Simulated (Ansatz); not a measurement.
Abridged output of a molecular run in Ansatz:

```
Functional definition: HF
1010 factors; integrals over basis functions are off by at most 1.3e-3 eV
mean field evaluation 1: about -11165.9784 eV, gradient 2.7e1 eV
mean field evaluation 2: about -11166.0608 eV, gradient 2.7e1 eV
mean field evaluation 4: about -11168.3694 eV, gradient 4.0e0 eV
mean field evaluation 8: about -11168.4195 eV, gradient 1.4e-1 eV
mean field evaluation 16: about -11168.3353 eV, gradient 5.2e-1 eV
mean field -11168.41960680 eV, -410.4318503232 hartree, gradient 3.7e-6 eV, S^2 0.000000; 0 other end points of the search recorded, 0 dependent functions left out
8 core orbitals not correlated: weight in the atoms' cores, before any rotation towards them, 1.000 or more for the frozen orbitals, at most 0.000 for the correlated occupied ones
reference -11168.41960680 eV, -410.4318503232 hartree; 12, 12 occupied and 80, 80 virtual orbitals, 1010 factors
second order -13.74936854 eV of doubles, -0.00000000 eV of singles
cycle   1  -14.85191040 eV  change    -1.1e0 eV  update   9.3e-2
cycle   2  -15.33824139 eV  change   -4.9e-1 eV  update   2.9e-2
cycle   3  -15.42154863 eV  change   -8.3e-2 eV  update   1.5e-2
cycle   4  -15.41533227 eV  change    6.2e-3 eV  update   5.1e-3
cycle   5  -15.41516736 eV  change    1.6e-4 eV  update   1.9e-3
cycle   6  -15.41475094 eV  change    4.2e-4 eV  update   5.8e-4
cycle   7  -15.41459783 eV  change    1.5e-4 eV  update   1.8e-4
cycle   8  -15.41463967 eV  change   -4.2e-5 eV  update   6.1e-5
cycle   9  -15.41464376 eV  change   -4.1e-6 eV  update   1.6e-5
perturbative correction -0.44054325 eV, -0.0161896660 hartree
Total energy: -11184.27479381 eV, -411.0145176990 hartree
```

Its atoms:

```xyz
12

C     1.515   -0.590   -1.381
N     0.341   -0.076   -0.710
B     0.067   -0.126    0.645
Si   -1.641    0.657    1.370
H     1.250   -1.352   -2.120
H     2.176   -1.041   -0.641
H     2.061    0.207   -1.894
H    -0.322    0.357   -1.336
H     0.882   -0.650    1.355
H    -2.468   -0.371    2.066
H    -1.374    1.740    2.360
H    -2.486    1.246    0.286
```

Question: Which basis set was used?
A. cc-pV(T+d)Z
B. def2-TZVPPD
C. def2-SVP
D. cc-pV(Q+d)Z

Answer: C. It gives 100 functions.

Question: Write the keys of the input that set method, charge and spin (a neutral closed shell needs none for the last two).

Answer: 
```yaml
correlation: {method: ccsd_t}
```
